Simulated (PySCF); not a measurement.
Compound: C4H9F2Si2 (doublet state).
Structure used (GFN2-xTB), in Å, numbered top down from 1:
```xyz
17
C4H9F2Si2 angstrom
C     -1.2960    2.0995    0.5738
Si    -0.2770    1.1999   -0.7466
C     -0.1533   -0.6617   -0.2165
C      0.9470   -1.2947    0.0087
Si     2.7763   -1.3653    0.1202
C     -1.5057   -1.2908   -0.0319
F     -2.0361   -0.9522    1.1755
F     -2.3977   -0.8391   -0.9532
H     -0.8829    1.9407    1.5671
H     -1.3143    3.1696    0.3873
H     -2.3243    1.7481    0.5875
H     -0.9178    1.2145   -2.0638
H      1.1055    1.6774   -0.8123
H      3.4717   -0.1674   -0.3766
H      3.1917   -2.5226   -0.6768
H      3.0957   -1.5543    1.5368
H     -1.4899   -2.3895   -0.0892
```

The hyperfine couplings belong to this conformer and change with its torsions.

Identity: `C[SiH2]/C(=[C]\[SiH3])C(F)F` [radical].

Computed with UKS B3LYP, pcH-1 on C F H Si, non-relativistic, mean-field spin-orbit, GIAO in PySCF 2.14.0. One conformer (not necessarily the lowest) at the GFN2-xTB geometry, without solvent, vibrations or thermal averaging. A GFN2-xTB geometry isn't a minimum of the functional, and hyperfine couplings can be far from their values at a DFT geometry. Stability of the SCF solution: not tested.

Question: Give the principal g shifts and their parts.

Answer: 
```csv
Δg (ppm),1,2,3
relativistic mass correction,-150,-150,-150
gauge correction,25,7,-5
orbital Zeeman/spin–orbit,-521,-103,483
total,-646,-246,328
```

So g = 2.00167, 2.00207, 2.00265 and g_iso = 2.00213; the tensor is rhombic: the two nearest values differ by 41 % of g3 − g1. Axes: g1 points within 13° of the C3–C4 bond.

Question: At 9.311 GHz, how far is the centre of the isotropic spectrum from where a free electron (g = 2.002319) resonates?

Answer: B = hν/(g μB) with μB/h = 13.99624 MHz/mT gives 332.24 mT for the free electron and 332.27 mT at g_iso, 0.03 mT higher.

Question: How much does each term add to the isotropic shift?

Answer: The mass correction -150, the orbital-Zeeman/spin–orbit term -47 and the gauge correction 9 ppm, for a total of -188 ppm. The mass correction is the largest in size. The mass correction is the same along every axis, so the anisotropy comes from the other two: their spans along these axes are 29 (gauge) and 1004 ppm (orbital Zeeman/spin–orbit).

Question: In a frozen sample, at which fields do the three g values resonate at 9.5, 34, 94 and 263 GHz (hyperfine left aside), and which band first spreads them over more than twice a line width of 0.5 mT?

Answer: 
```json
{"band": "X", "GHz": "9.5", "B(g3) mT": "338.93", "B(g2) mT": "339.03", "B(g1) mT": "339.09", "spread mT": "0.17"}
{"band": "Q", "GHz": "34.0", "B(g3) mT": "1213.01", "B(g2) mT": "1213.35", "B(g1) mT": "1213.60", "spread mT": "0.59"}
{"band": "W", "GHz": "94.0", "B(g3) mT": "3353.60", "B(g2) mT": "3354.57", "B(g1) mT": "3355.24", "spread mT": "1.63"}
{"band": "J", "GHz": "263.0", "B(g3) mT": "9382.96", "B(g2) mT": "9385.65", "B(g1) mT": "9387.53", "spread mT": "4.57"}
```

The spread grows in proportion to the frequency. W band is the first where it exceeds 1.0 mT.

The largest Mulliken spin populations are on C4 (+0.92), C3 (-0.14) and Si2 (+0.10). C4 is the only atom above +0.15. The positive populations add up to 1.16 and the negative ones to -0.16, together 2S = 1.

The HOMO–LUMO gaps are 4.83 eV among the α and 5.22 eV among the β orbitals.
